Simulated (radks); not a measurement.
Spherical quantum dot in the effective-mass picture: electrons in a parabolic well V = omega^2 r^2 / 2 with omega = 0.679, all in effective atomic units (hartree* = m*/eps^2 hartree, bohr* = eps/m* bohr), one dielectric constant everywhere. Calculated with a radial shooting solver with Libxc functionals: non-relativistic Kohn-Sham, PBE, spin-polarised, spherical densities. Levels are named by radial order and angular momentum (1s, 1p, 1d, 2s, ...), and open shells are averaged over m. Results are scaled to m* = 0.072 and eps = 5.7, for which hartree* = 60.3 meV and bohr* = 4.189 nm. Each electron was tried in the lowest free levels, single moves between levels near the top were tried too, and the lowest total energy was kept; such a search can miss a lower state. The series stops at N = 31: beyond it a trial failed or the search could not be trusted, so later rows were left out. At N = 1 the Hartree and exchange-correlation terms need not cancel, so that row can carry a self-interaction error.

| N | open shells | 2S | E (meV) | mu = E(N) - E(N-1) (meV) | addition energy mu(N+1) - mu(N) (meV) | e(HOMO) (meV) |
|---|---|---|---|---|---|---|
| 1 | 1s(up 1, down 0) | 1 | 61.6770 | 61.677 | 35.88 | 75.772 |
| 2 | none | 0 | 159.231 | 97.554 | 59.02 | 110.60 |
| 3 | 1p(up 1, down 0) | 1 | 315.806 | 156.58 | 22.62 | 167.76 |
| 4 | 1p(up 2, down 0) | 2 | 495.001 | 179.19 | 22.82 | 190.64 |
| 5 | 1p(up 3, down 0) | 3 | 697.018 | 202.02 | 28.77 | 213.33 |
| 6 | 1p(up 3, down 1) | 2 | 927.806 | 230.79 | 20.26 | 240.81 |
| 7 | 1p(up 3, down 2) | 1 | 1178.86 | 251.05 | 20.51 | 261.32 |
| 8 | none | 0 | 1450.42 | 271.56 | 46.34 | 281.77 |
| 9 | 1d(up 1, down 0) | 1 | 1768.32 | 317.90 | 18.12 | 326.96 |
| 10 | 1d(up 2, down 0) | 2 | 2104.33 | 336.01 | 18.03 | 345.05 |
| 11 | 1d(up 3, down 0) | 3 | 2458.37 | 354.04 | 17.87 | 363.01 |
| 12 | 1d(up 4, down 0) | 4 | 2830.29 | 371.92 | 17.68 | 380.79 |
| 13 | 1d(up 5, down 0) | 5 | 3219.89 | 389.60 | 22.41 | 398.37 |
| 14 | 1d(up 5, down 1) | 4 | 3631.90 | 412.01 | 16.56 | 420.29 |
| 15 | 1d(up 5, down 2) | 3 | 4060.48 | 428.58 | 16.53 | 436.85 |
| 16 | 1d(up 5, down 3) | 2 | 4505.59 | 445.11 | 16.44 | 453.35 |
| 17 | 1d(up 5, down 4) | 1 | 4967.14 | 461.55 | 16.31 | 469.72 |
| 18 | none | 0 | 5444.99 | 477.86 | 20.46 | 485.97 |
| 19 | 2s(up 1, down 0) | 1 | 5943.31 | 498.32 | 18.85 | 506.44 |
| 20 | none | 0 | 6460.48 | 517.17 | 30.15 | 525.05 |
| 21 | 1f(up 1, down 0) | 1 | 7007.80 | 547.32 | 14.86 | 554.76 |
| 22 | 1f(up 2, down 0) | 2 | 7569.98 | 562.18 | 14.77 | 569.58 |
| 23 | 1f(up 3, down 0) | 3 | 8146.92 | 576.95 | 14.67 | 584.30 |
| 24 | 1f(up 4, down 0) | 4 | 8738.54 | 591.62 | 14.57 | 598.92 |
| 25 | 1f(up 5, down 0) | 5 | 9344.73 | 606.19 | 14.47 | 613.44 |
| 26 | 1f(up 6, down 0) | 6 | 9965.39 | 620.66 | 14.36 | 627.86 |
| 27 | 1f(up 7, down 0) | 7 | 10600.4 | 635.02 | 17.97 | 642.17 |
| 28 | 1f(up 7, down 1) | 6 | 11253.4 | 652.99 | 13.87 | 659.94 |
| 29 | 1f(up 7, down 2) | 5 | 11920.3 | 666.86 | 13.81 | 673.78 |
| 30 | 1f(up 7, down 3) | 4 | 12600.9 | 680.67 | 13.74 | 687.56 |
| 31 | 1f(up 7, down 4) | 3 | 13295.3 | 694.41 | - | 701.26 |

All shells are closed at N = 2, 8, 18, 20 (there: 1s2 1p6 1d10 2s2); the second difference of the energy has clear peaks (12 % above both neighbours; the first and last values, which can be the largest, are not judged, and half-filled shells can peak too) at N = 2, 5, 8, 13, 20, 27.
